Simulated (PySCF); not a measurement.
Harmonic spectrum computed at PBE0 in the def2-TZVP basis family (core potentials from Rb on, PySCF, no spin–orbit coupling):

| symmetry | ω (cm⁻¹) | IR (km/mol) |
| --- | --- | --- |
| a' | 844 | 29.6 |
| a' | 907 | 90.0 |
| a' | 2640 | 78.5 |

Task: Which molecule gave it? In each, all ligands are bound to the one heavy central atom.
A. GaHCl (doublet)
B. ZrHCl (triplet)
C. TiHCl (triplet)
D. CoHCl (quartet)
E. BHCl (doublet)

Result: E. It has Cs symmetry with B–Cl 1.710 Å, B–H 1.193 Å.
